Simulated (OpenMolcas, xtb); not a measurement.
A ladder of methods for CH5FOSn (SMILES C[O][SnH2][F])

The species is CH5FOSn (9 atoms), meant as a singlet with charge 0. As SMILES, `C[O][SnH2][F]`. The shape is that of a PBE0-D4/def2-TZVP optimisation. This is one conformer, not always the lowest.

```
atom    x (Å)    y (Å)    z (Å)
   C   0.5185   1.3729   0.0701
   O   0.8680   0.0818  -0.3738
  Sn  -0.3995  -1.3884  -0.2438
   F  -0.6974  -1.6294   1.6405
   H   1.3133   2.0605  -0.2311
   H  -0.4206   1.7317  -0.3734
   H   0.4221   1.4182   1.1609
   H  -1.9160  -0.9243  -0.8599
   H   0.3999  -2.7691  -0.8064
```

Quantity: the dipole moment, in D. The values are calculated.

| level | kind | program | value (D) | CPU time |
| --- | --- | --- | --- | --- |
| GFN0-xTB | semi-empirical | xtb | 3.08 | under 2 s |
| HF/def2-SVP (core potential) | Hartree–Fock | OpenMolcas | 2.73 | 14 s |
| SVWN5/def2-SVP (core potential) | LDA | OpenMolcas | 2.16 | 45 s |
| PBE/def2-SVP (core potential) | GGA | OpenMolcas | 2.10 | 58 s |
| revPBE/def2-SVP (core potential) | GGA | OpenMolcas | 2.10 | 55 s |
| TPSS/def2-SVP (core potential) | meta-GGA | OpenMolcas | 2.10 | 72 s |
| B3LYP/def2-SVP (core potential) | global hybrid | OpenMolcas | 2.28 | 61 s |

The values span 2.10 to 3.08 D. Magnitudes only. Times are those of the runs behind each value, whatever else they computed, on shared processors of several kinds: orders of magnitude only.
